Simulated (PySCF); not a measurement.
2 MoH₃ → MoH₂ + MoH₄

Level: PBE0 in the def2-TZVP basis family, computed in PySCF with density fitting; scalar-relativistic core potentials for atoms from Rb on, none lighter, no spin–orbit coupling; open shells unrestricted.

| species | state and structure | E (Eh) | ZPE (kJ/mol) | H(298 K) − H(0) (kJ/mol) | S° (J/(mol K)) |
| --- | --- | --- | --- | --- | --- |
| MoH₃ | quartet, C3v, Mo–H 1.695 Å (×3); H–Mo–H 107.4° (×3) | -69.87711 | 43.5 | 11.5 | 246.5 |
| MoH₂ | quintet, C2v, Mo–H 1.706 Å (×2); H–Mo–H 108.1° | -69.28343 | 25.3 | 10.4 | 240.3 |
| MoH₄ | triplet, Td, Mo–H 1.686 Å (×4) | -70.47291 | 64.7 | 12.0 | 238.1 |

Question: What is the electronic reaction energy?

Answer: At PBE0/def2-TZVP, ΔE = -5.6 kJ/mol from the differences of the total energies times 2625.5, downhill. The bond broken in MoH₃ is weaker than the one that a second molecule gains.

Question: Add zero-point, thermal and entropy terms for 298.15 K and 1 bar.

Answer: ΔZPE = 3.0 and Δ[H(298) − H(0)] = -0.6 kJ/mol give ΔH° = -3.2 kJ/mol. ΔS° = -14.6 J/(mol K), so ΔG° = -3.2 − 298.15 × (-0.0146) = 1 kJ/mol and log₁₀K = -0.2.

Open d or f shells are single determinants, so the state found may not be the ground state. Only the bonding shown was studied: isomers, or loss of a ligand pair, can lie lower.
